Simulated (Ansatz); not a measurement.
`ClB(Cl)Br` + `COB(S)OC` → `SB(Cl)Cl` + `COB(Br)OC`  (redistribution)

Isolated molecules relaxed with PBE0-D4/def2-TZVP in Ansatz; ΔE leaves out vibrations. CCSD(T)/CBS is the MP2 limit (def2-TZVPP, def2-QZVPP) plus CCSD(T) − MP2 in def2-TZVPP, frozen cores. DFT in def2-TZVPP. B3LYP here is the variant with VWN-RPA as its local correlation; programs differ in this. For Br outer-core shells are correlated without core-valence functions, which leaves a few kJ/mol of doubt a bond. Scalar relativity is left out up to krypton. Each species was taken in one conformer, which may not be the lowest.

**Question.** Is it downhill or uphill in electronic energy at CCSD(T)/CBS, and by how much? (An estimate is asked.)

**Answer.** Computed: Downhill: ΔE = -5.0 kcal/mol.

**Question.** What do these levels give: PBE-D4, r2SCAN-D4, ωB97M-V, PBE, r2SCAN, B3LYP, HF/def2-TZVPP, MP2/def2-TZVPP, CCSD/def2-TZVPP, MP2/def2-QZVPP, HF/CBS(def2), CCSD/CBS(def2)? (Best estimate.)

**Answer.** The calculation gave: PBE-D4 -4.8, r2SCAN-D4 -4.9, ωB97M-V -5.1, PBE -4.8, r2SCAN -5.0, B3LYP -5.1, HF/def2-TZVPP -5.7, MP2/def2-TZVPP -5.0, CCSD/def2-TZVPP -5.1, MP2/def2-QZVPP -5.1, HF/CBS(def2) -5.7, CCSD/CBS(def2) -5.1 kcal/mol.

Largest T1 diagnostic among the species: 0.012.
